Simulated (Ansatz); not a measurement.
Sr₅S₄, relaxed as a singlet with RKS PBE0-D4/def2-SVP in Ansatz, starting from the GFN1-xTB geometry. Force threshold 0.02 eV/Å.

In the def2 sets Sr takes a core potential; there is no spin–orbit coupling. The restricted singlet is unstable towards broken spin symmetry at other levels; at PBE0-D4/def2-SVP this wasn't settled. Another isomer (singlet) lies 0.89 eV lower at PBE0-D4/def2-TZVP; other spin states weren't run for this one.

Start:

```xyz
9

Sr    1.5387   -0.3478   -2.0912
Sr   -0.6933    2.1021    1.0287
Sr    2.6926   -1.0207    1.2183
Sr   -1.0813   -1.6907    1.3994
Sr   -1.8325    0.8058   -2.3871
S     0.3316    2.1256   -1.4964
S    -2.5154    0.2261    0.1657
S     0.6172    0.2179    2.4357
S     0.9424   -2.4184   -0.2731
```

```
        step  energy (eV)  largest force component (eV/Å)  SCF passes
           1  -47504.6509                           0.915          22
           2  -47504.9365                           0.435          25
           3  -47505.0411                           0.104          31
4 (rejected)  -47505.0400                           0.095          25
           5  -47505.0534                           0.056          26
           6  -47505.0543                           0.010          27
```

Force components are those of the run's own axes.

End:

```csv
atom,x (Å),y (Å),z (Å)
Sr1,1.6399,-0.3764,-2.2418
Sr2,-0.5326,2.0532,1.0075
Sr3,2.7491,-0.9645,1.4156
Sr4,-1.0984,-1.6730,1.2331
Sr5,-2.0459,0.7924,-2.3786
S6,0.3288,2.0490,-1.6722
S7,-2.7240,0.4066,0.2652
S8,0.5578,0.0979,2.7089
S9,1.1253,-2.3851,-0.3376
```

By distances, no bond broke or formed. The bond that changes most is Sr2–S8, from 2.69 to 2.81 Å (atoms count from 1).

No frequencies were taken in this run, so the end may be a saddle point.

Run time 52 s (4 threads of Arm Neoverse V2 on a shared host), peak host memory 0.71 GiB.
